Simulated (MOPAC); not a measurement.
MOPAC input (PM3):

```
PM3 1SCF UHF MS=0.5 GEO-OK AUX(PRECISION=9) THREADS=1
C3H7Ge

C    -2.35229100 1    0.15152400 1   -0.52193700 1
C    -1.81991100 1   -0.45058400 1    0.59518700 1
C    -0.46955000 1   -0.54387200 1    0.90590100 1
Ge    0.98593400 1    0.16089800 1   -0.17605200 1
H    -3.41972000 1    0.18037800 1   -0.68857400 1
H    -1.72457300 1    0.61649000 1   -1.27184300 1
H    -2.52363300 1   -0.89285900 1    1.29692100 1
H    -0.19963800 1   -1.05004200 1    1.82574200 1
H     2.31583500 1   -0.15670500 1    0.52709500 1
H     0.85947100 1    1.68694000 1   -0.35078100 1
H     0.99288500 1   -0.47534200 1   -1.57979000 1
```

Output:

```
 *******************************************************************************
 **                                                                           **
 **                              MOPAC v23.2.5                                **
 **                                                                           **
 *******************************************************************************
 ** MOPAC's Digital Object Identifier: https://doi.org/10.5281/zenodo.6511958 **
 **                                                                           **
 ** Please cite the open-source release paper for use of this MOPAC version:  **
 ** J. E. Moussa and J. J. P. Stewart (2026)                                  **
 ** MOPAC: An open-source semiempirical molecular orbital program             **
 ** J. Open Source Softw., 11(119), 8025, https://doi.org/10.21105/joss.08025 **
 *******************************************************************************

                              PM3 CALCULATION RESULTS

 *******************************************************************************
 *  PM3        - The PM3 Hamiltonian to be used
 *  GEO-OK     - OVERRIDE INTERATOMIC DISTANCE AND OTHER SAFETY CHECKS
 *  UHF        - UNRESTRICTED HARTREE-FOCK CALCULATION
 *  MS=        - IN MECI, MAGNETIC COMPONENT OF SPIN =  0.5
 *  1SCF       - DO 1 SCF AND THEN STOP
 *  AUX        - OUTPUT AUXILIARY INFORMATION
 *******************************************************************************
PM3 1SCF UHF MS=0.5 GEO-OK AUX(PRECISION=9) THREADS=1
 C3H7Ge

   ATOM   CHEMICAL          X               Y               Z
  NUMBER   SYMBOL      (ANGSTROMS)     (ANGSTROMS)     (ANGSTROMS)

     1       C         -2.35229100  *   0.15152400  *  -0.52193700  *
     2       C         -1.81991100  *  -0.45058400  *   0.59518700  *
     3       C         -0.46955000  *  -0.54387200  *   0.90590100  *
     4      Ge          0.98593400  *   0.16089800  *  -0.17605200  *
     5       H         -3.41972000  *   0.18037800  *  -0.68857400  *
     6       H         -1.72457300  *   0.61649000  *  -1.27184300  *
     7       H         -2.52363300  *  -0.89285900  *   1.29692100  *
     8       H         -0.19963800  *  -1.05004200  *   1.82574200  *
     9       H          2.31583500  *  -0.15670500  *   0.52709500  *
    10       H          0.85947100  *   1.68694000  *  -0.35078100  *
    11       H          0.99288500  *  -0.47534200  *  -1.57979000  *

          CARTESIAN COORDINATES

    NO.       ATOM           X           Y           Z

     1         C         -2.3523      0.1515     -0.5219
     2         C         -1.8199     -0.4506      0.5952
     3         C         -0.4696     -0.5439      0.9059
     4        Ge          0.9859      0.1609     -0.1761
     5         H         -3.4197      0.1804     -0.6886
     6         H         -1.7246      0.6165     -1.2718
     7         H         -2.5236     -0.8929      1.2969
     8         H         -0.1996     -1.0500      1.8257
     9         H          2.3158     -0.1567      0.5271
    10         H          0.8595      1.6869     -0.3508
    11         H          0.9929     -0.4753     -1.5798

  H: (PM3): J. J. P. STEWART, J. COMP. CHEM. 10, 209 (1989).
  C: (PM3): J. J. P. STEWART, J. COMP. CHEM. 10, 209 (1989).
 Ge: (PM3): J. J. P. STEWART, J. COMP. CHEM. 12, 320-341 (1991).

           Empirical Formula: C3 H7 Ge  =    11 atoms

      MOLECULAR POINT GROUP   :   Cs

          UHF CALCULATION, NO. OF ALPHA ELECTRONS =   12
                           NO. OF BETA  ELECTRONS =   11

 -------------------------------------------------------------------------------
 PM3 1SCF UHF MS=0.5 GEO-OK AUX(PRECISION=9) THREADS=1
 C3H7Ge

     1SCF WAS SPECIFIED, SO BFGS WAS NOT USED
     SCF FIELD WAS ACHIEVED

                              PM3 CALCULATION
                                                       MOPAC v23.2.5 Linux

          FINAL HEAT OF FORMATION =         60.46778 KCAL/MOL =     252.99720 KJ/MOL

          COSMO AREA              =        127.13 SQUARE ANGSTROMS
          COSMO VOLUME            =        118.07 CUBIC ANGSTROMS

          IONIZATION POTENTIAL    =          9.101432 EV
          ALPHA SOMO LUMO (EV)    =         -9.101 -0.160
          BETA  SOMO LUMO (EV)    =        -10.825 -0.112
          NO. OF ALPHA ELECTRONS  =         12
          NO. OF BETA  ELECTRONS  =         11
          MOLECULAR WEIGHT        =        115.6783         POINT GROUP:  Cs

          MOLECULAR DIMENSIONS (Angstroms)

            Atom       Atom       Distance
            H     9    H     5     5.87265
            H     8    H    10     3.62876
            H     8    H    11     2.33945

          SCF CALCULATIONS        =          1

   ATOM   CHEMICAL          X               Y               Z
  NUMBER   SYMBOL      (ANGSTROMS)     (ANGSTROMS)     (ANGSTROMS)

     1       C         -2.35229100  *   0.15152400  *  -0.52193700  *
     2       C         -1.81991100  *  -0.45058400  *   0.59518700  *
     3       C         -0.46955000  *  -0.54387200  *   0.90590100  *
     4      Ge          0.98593400  *   0.16089800  *  -0.17605200  *
     5       H         -3.41972000  *   0.18037800  *  -0.68857400  *
     6       H         -1.72457300  *   0.61649000  *  -1.27184300  *
     7       H         -2.52363300  *  -0.89285900  *   1.29692100  *
     8       H         -0.19963800  *  -1.05004200  *   1.82574200  *
     9       H          2.31583500  *  -0.15670500  *   0.52709500  *
    10       H          0.85947100  *   1.68694000  *  -0.35078100  *
    11       H          0.99288500  *  -0.47534200  *  -1.57979000  *

                             CARTESIAN COORDINATES

   1    C       -2.352291000     0.151524000    -0.521937000
   2    C       -1.819911000    -0.450584000     0.595187000
   3    C       -0.469550000    -0.543872000     0.905901000
   4   Ge        0.985934000     0.160898000    -0.176052000
   5    H       -3.419720000     0.180378000    -0.688574000
   6    H       -1.724573000     0.616490000    -1.271843000
   7    H       -2.523633000    -0.892859000     1.296921000
   8    H       -0.199638000    -1.050042000     1.825742000
   9    H        2.315835000    -0.156705000     0.527095000
  10    H        0.859471000     1.686940000    -0.350781000
  11    H        0.992885000    -0.475342000    -1.579790000

           Empirical Formula: C3 H7 Ge  =    11 atoms

      MOLECULAR POINT GROUP   :   Cs

          ALPHA EIGENVALUES
 -34.49159 -25.88222 -19.16639 -16.79068 -15.54574 -14.67529 -13.06806 -12.93670
 -12.04390 -11.44416 -11.42352  -9.10143  -0.15985   0.33770   0.40655   1.57033
   3.34856   3.42203   3.92872   4.30023   4.56582   5.66991   5.77224

           BETA EIGENVALUES
 -34.14393 -24.77416 -18.95987 -16.62974 -15.31006 -14.46510 -12.76404 -12.48873
 -11.98939 -11.12086 -10.82484  -0.11184   0.38206   0.47446   0.73090   2.44564
   3.41763   3.75728   4.02114   4.54844   4.89925   5.79242   5.99911

              NET ATOMIC CHARGES AND DIPOLE CONTRIBUTIONS

  ATOM NO.   TYPE          CHARGE      No. of ELECS.   s-Pop       p-Pop
    1          C          -0.151860        4.1519     1.19573     2.95613
    2          C          -0.094153        4.0942     1.17291     2.92124
    3          C          -0.252770        4.2528     1.25380     2.99897
    4         Ge           0.315000        3.6850     0.67444     3.01056
    5          H           0.079977        0.9200     0.92002
    6          H           0.085496        0.9145     0.91450
    7          H           0.088282        0.9117     0.91172
    8          H           0.092336        0.9077     0.90766
    9          H          -0.059206        1.0592     1.05921
   10          H          -0.051551        1.0516     1.05155
   11          H          -0.051551        1.0516     1.05155
 DIPOLE           X         Y         Z       TOTAL
 POINT-CHG.     0.303     0.220    -0.354     0.515
 HYBRID        -0.311    -0.147     0.225     0.411
 SUM           -0.008     0.073    -0.129     0.148

          ATOMIC ORBITAL ELECTRON POPULATIONS

     Atom    s        px        py        pz
    1  C   1.19573   0.99619   0.98913   0.97081
    2  C   1.17291   0.95711   0.98906   0.97508
    3  C   1.25380   0.97603   1.01021   1.01273
    4 Ge   0.67444   0.97501   1.02778   1.00777
    5  H   0.92002
    6  H   0.91450
    7  H   0.91172
    8  H   0.90766
    9  H   1.05921
   10  H   1.05155
   11  H   1.05155

                    (SZ)    =    0.500000
                    (S**2)  =    0.960796

          ATOMIC ORBITAL SPIN POPULATIONS

    Atom   Total    s     px     py     pz
         Atomic
    1  C  0.8586  0.054  0.064  0.528  0.213
    2  C -0.5728 -0.045 -0.063 -0.322 -0.144
    3  C  0.9610  0.069  0.089  0.560  0.244
    4 Ge -0.2338 -0.032 -0.074 -0.062 -0.066
    5  H -0.0594 -0.059
    6  H -0.0576 -0.058
    7  H  0.0404  0.040
    8  H -0.0619 -0.062
    9  H  0.0177  0.018
   10  H  0.0538  0.054
   11  H  0.0538  0.054

 **********************
 *                    *
 * JOB ENDED NORMALLY *
 *                    *
 **********************

 == MOPAC DONE ==
```

The geometry given is a B3LYP-D3(BJ)/def2-TZVP minimum.

The determinant is spin-contaminated: <S^2> is 0.96 against 0.75 for a pure state.
